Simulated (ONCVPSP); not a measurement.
# An all-electron radial function and its pseudo partner (Cs (Z = 55))

Columns: radius, all-electron u(r) and pseudo u(r) of the 5p shell (level -13.61 eV) of caesium in the configuration [Kr] 4d10 5s2 5p6 6s1; LDA (Perdew-Zunger), scalar-relativistic, ONCV scheme, ONCVPSP 4.0.1.

```csv
r (bohr),all-electron,pseudo
0.163,0.1874,0.0172
0.325,0.0520,0.0667
0.488,-0.3393,0.1439
0.650,-0.3641,0.2403
0.813,-0.1374,0.3477
0.975,0.1530,0.4551
1.138,0.4105,0.5546
1.300,0.5980,0.6374
1.463,0.7167,0.6994
1.625,0.7762,0.7371
1.788,0.7914,0.7510
1.950,0.7751,0.7429
2.113,0.7379,0.7163
2.275,0.6885,0.6760
2.438,0.6322,0.6262
2.600,0.5740,0.5717
2.763,0.5159,0.5153
2.925,0.4606,0.4605
3.088,0.4084,0.4084
3.250,0.3607,0.3607
3.413,0.3170,0.3170
3.575,0.2778,0.2778
3.738,0.2427,0.2427
3.900,0.2116,0.2116
4.063,0.1841,0.1841
4.225,0.1600,0.1600
```

**Question.** How many radial nodes do the two functions have?

**Answer.** The all-electron 5p function has n − l − 1 = 3 (the table is too coarse to show those close to the nucleus); the pseudo-wave has 0, since the states of the same l below it are removed with the core.

**Question.** At about which radius was the pseudo-wave matched?

**Answer.** 3.15 bohr. The columns agree to 0.0005 from 2.92 bohr on; several derivatives are matched, so the curves merge somewhat inside the radius.

**Question.** Is the pseudo-wave norm-conserving?

**Answer.** Yes: the ONCV scheme keeps the norm inside the radius equal to the all-electron one, which fixes the energy derivative of the logarithmic derivative at the level.
